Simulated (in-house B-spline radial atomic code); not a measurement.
RPA and G0W0 on SCAN: V8+

Configuration [Ne] 3s2 3p3, highest spin, mean-field start SCAN. Computed with an all-electron radial atomic-structure program (B-spline basis): all electrons, non-relativistic, point nucleus, each spin shell either full or empty, empty states to l = 9 with an (l + 1/2)⁻⁴ tail; G0W0 by contour deformation at full frequency.

Command:
```bash
python run_gw.py task.json out
```
Settings (radii: box in bohr, nucleus in fm):
```
Z                        23
electrons                15
configuration            [Ne] 3s2 3p3
hamiltonian              nr
method                   scan,scan
lmax                     9
spin_polarised           True
box_radius               7.7
intervals                47
```

Time taken, with all properties: 1.9 s on 1 thread of Arm Neoverse N1 (shared host).

Energies (hartree):

```
                                     term       value
                         mean-field total  -921.33622
Hartree-Fock functional on these orbitals  -920.63317
                      direct second order     -1.1058
                    second-order exchange     0.40234
                         SOSEX correction     0.36574
```

Question: What is the RPA correlation energy, and what remains with SOSEX?

Answer: RPA gives -0.97765 hartree (-1.77 eV per electron); RPA + SOSEX gives -0.61191, and the second-order doubles -0.70349 hartree (no singles). SOSEX takes back 37 % of the RPA value.

Quasi-particle levels (eV):

```csv
level,occupied,mean field,Σx - vxc,Σc,QP weight,G0W0
3p up,yes,-193.03,-11.01,?,?,?
3s down,yes,-211.26,-8.06,-3.64,0.964,-222.96
2p down,yes,-679.47,-36.16,6.99,0.950,-708.63
3p down,no,-183.26,13.01,-3.62,0.959,-173.87
```

G0W0 = mean field + (Σx - vxc) + Σc, with Σc (partial-wave tail included) taken at the quasi-particle energy. Only the outer levels were computed. Levels of low weight are left out.

Question: Where does G0W0 put 3p up?

Answer: At -204.29 eV, with Σc = -0.26 eV and a quasi-particle weight of 0.959. The tabulated removal energy is 206 ± 0.4 eV (NIST, semi-empirical); the calculation leaves out relativity, Breit and QED terms, and what these don't explain is the method's own error.
